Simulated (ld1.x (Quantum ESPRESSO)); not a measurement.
# Before and after: TM potential for Fe

iron (Fe), norm-conserving Troullier–Martins (Kleinman–Bylander form), made with ld1.x (Quantum ESPRESSO) 7.5 (LDA (PZ), scalar-relativistic). Core [Ar], reference 3d5 4s0 4p0 (charge +3). Waves: 4s (bound, empty): rc 2.10 bohr; 4p (bound, empty): rc 1.75 bohr; 3d (bound): rc 1.30 bohr. Local part: all-electron potential smoothed inside 1.25 bohr (lloc = -1). Core correction: none.

All-electron outer shells of the reference configuration (LDA (PZ), scalar-relativistic, ld1.x):

```csv
shell,level (eV),outermost node (bohr),outermost maximum (bohr)
3p,-96.90,0.30,0.71
3d,-43.51,–,0.69
4s,-31.33,0.98,2.00
4p,-24.05,1.05,2.26
```

Change: fully relativistic.

Cutoffs: the cutoffs (Ry, on a coarse ladder) from which the occupation-weighted sum of valence levels, in a spherical-Bessel basis at the reference potential, stays within 10 and 1 mRy of its value at 400 Ry; they do not see the model core or the augmentation charge, which bear on the density cutoff. Errors are all-electron minus pseudo energies relative to the spin-unpolarised reference configuration.

Problem. Predict the effect on cutoff, ghosts and configuration errors.

Solution. The potential gets neither clearly harder nor softer (140 Ry and 200 Ry → 140 Ry and 200 Ry); both files keep a bound ghost (s); the number of tests with a reliable result goes from 9 to 7; the errors of the 7 common tests hardly move.

| quantity | base | changed |
| --- | --- | --- |
| cutoff, loose | 140 Ry | 140 Ry |
| cutoff, tight | 200 Ry | 200 Ry |
| bound ghosts | s | s |
| error for 3d6 4s2 4p0, meV [ΔE -60.00 eV] | +213 | +210 |
| error for 3d6 4s1 4p0, meV [ΔE -51.02 eV] | +68 | +66 |
| error for 3d6 4s0 4p0, meV [ΔE -34.53 eV] | -128 | -129 |
| error for 3d7 4s0 4p0, meV [ΔE -53.14 eV] | -292 | -293 |
| error for 3d6 4s0 4p1, meV [ΔE -45.89 eV] | +110 | +109 |
| error for 3d6.5 4s1.5 4p0, meV [ΔE -60.75 eV] | +88 | +86 |
| error for 3d7 4s1 4p0, meV [ΔE -60.83 eV] | -51 | -52 |
| s: phases at 2.31 bohr within 0.05 rad from the reference energy up to (Ry; the scan ends near 5) | 1.9 | 1.9 |

 A true bound ghost makes a file unfit for plane-wave use even where its test errors are small: the radial tests pick states by their node count and pass the ghost by.
